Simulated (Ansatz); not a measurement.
```yaml
crystal:
  periodic: [false, false, false]
  atoms:
    - {symbol: O, position_ang: [0.596155, -2.054846, 0.309175]}
    - {symbol: C, position_ang: [0.357630, -0.746152, 0.580656]}
    - {symbol: S, position_ang: [0.041281, 0.190666, 2.078710]}
    - {symbol: B, position_ang: [-0.061452, 0.166167, -1.001806]}
    - {symbol: F, position_ang: [1.015181, -0.051743, -2.102088]}
    - {symbol: H, position_ang: [-0.610961, 1.470637, 1.408965]}
    - {symbol: H, position_ang: [-1.150940, 1.153491, -1.278123]}
basis:
  gaussian: {orbitals: 6-31G}
total_charge: -1
magnetization: {spin_polarized: true, initial_magnetization: 1}
hamiltonian: {xc: {name: HF}}
correlation: {electrons: all}
relax: {f_tol: 0.001, max_steps: 1}
```

```sh
$ ansatz run in.yaml --threads 2 --pin off --events-out ev --progress --plain --max-ram 4352MiB
```

Problem. How does Ansatz answer? (Best estimate.)

Solution. Computed: The program refused the input.
```
Error: invalid value for `correlation`: name a method or an active space
```
